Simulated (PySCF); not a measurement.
Molfile (atoms numbered from 1):
```
C4H10O3
     RDKit          3D

 17 16  0  0  0  0  0  0  0  0999 V2000
   -1.3210    2.2563   -0.5759 O   0  0  0  0  0  0  0  0  0  0  0  0
   -2.0305    1.0665   -0.3937 C   0  0  0  0  0  0  0  0  0  0  0  0
   -1.1468   -0.1411   -0.5977 C   0  0  0  0  0  0  0  0  0  0  0  0
   -0.1224   -0.0799    0.3600 O   0  0  0  0  0  0  0  0  0  0  0  0
    0.8684   -1.0635    0.2134 C   0  0  0  0  0  0  0  0  0  0  0  0
    1.8855   -0.8601    1.3119 C   0  0  0  0  0  0  0  0  0  0  0  0
    2.4959    0.3945    1.2302 O   0  0  0  0  0  0  0  0  0  0  0  0
   -0.5269    2.1757   -0.0349 H   0  0  0  0  0  0  0  0  0  0  0  0
   -2.8526    1.0470   -1.1263 H   0  0  0  0  0  0  0  0  0  0  0  0
   -2.4871    1.0051    0.6155 H   0  0  0  0  0  0  0  0  0  0  0  0
   -1.7298   -1.0781   -0.4913 H   0  0  0  0  0  0  0  0  0  0  0  0
   -0.7169   -0.1203   -1.6189 H   0  0  0  0  0  0  0  0  0  0  0  0
    0.4282   -2.0792    0.2777 H   0  0  0  0  0  0  0  0  0  0  0  0
    1.3585   -0.9684   -0.7762 H   0  0  0  0  0  0  0  0  0  0  0  0
    2.6740   -1.6237    1.2226 H   0  0  0  0  0  0  0  0  0  0  0  0
    1.3853   -1.0146    2.2895 H   0  0  0  0  0  0  0  0  0  0  0  0
    1.7807    1.0406    1.2294 H   0  0  0  0  0  0  0  0  0  0  0  0
  1  2  1  0
  2  3  1  0
  3  4  1  0
  4  5  1  0
  5  6  1  0
  6  7  1  0
  1  8  1  0
  2  9  1  0
  2 10  1  0
  3 11  1  0
  3 12  1  0
  5 13  1  0
  5 14  1  0
  6 15  1  0
  6 16  1  0
  7 17  1  0
M  END
```

Geometry: PBE0-D3(BJ)/def2-SVP; GIAO shifts from PySCF 2.14.0 with density-fitted response routines, gas phase, non-relativistic, averaged over equivalent atoms.

At PBE0/pcSseg-1 (169 basis functions, 26 s wall time on 1 thread of an x86-64 server CPU, shared host):
| atoms | δ (ppm) |
| --- | --- |
| O4 | 32.5 |
| O1/O7 | 26.8 |
| C3/C5 | 75.0 |
| C2/C6 | 63.7 |
| H9/H10/H15/H16 | 3.68 |
| H11/H12/H13/H14 | 3.31 |
| H8/H17 | 0.90 |

References, each an isolated molecule treated in the same way: H2O for $^{17}$O (334.56 ppm); $^{13}$C (184.41 ppm) and $^{1}$H (31.27 ppm) against TMS.

Q: What do these become at WP04/pcSseg-1?

A: 
| atoms | δ at WP04/pcSseg-1 | change |
| --- | --- | --- |
| O4 | 31.7 | -0.8 |
| O1/O7 | 24.7 | -2.1 |
| C3/C5 | 75.6 | +0.6 |
| C2/C6 | 65.3 | +1.6 |
| H9/H10/H15/H16 | 3.50 | -0.18 |
| H11/H12/H13/H14 | 3.22 | -0.09 |
| H8/H17 | 1.14 | +0.24 |

Scale: $^{17}$O (σ = 317.54 ppm) vs H2O; $^{13}$C (σ = 172.44 ppm), $^{1}$H (σ = 31.56 ppm) vs TMS (reference shieldings calculated alike).

The largest change is at O1/O7 (alcohol oxygen). Cost: 169 basis functions, 38 s wall time on 1 thread of an x86-64 server CPU, shared host.

Experimental scales use liquid or dissolved standards, which lie at an offset from isolated H2O (liquid H2O: subtract about 36 ppm).
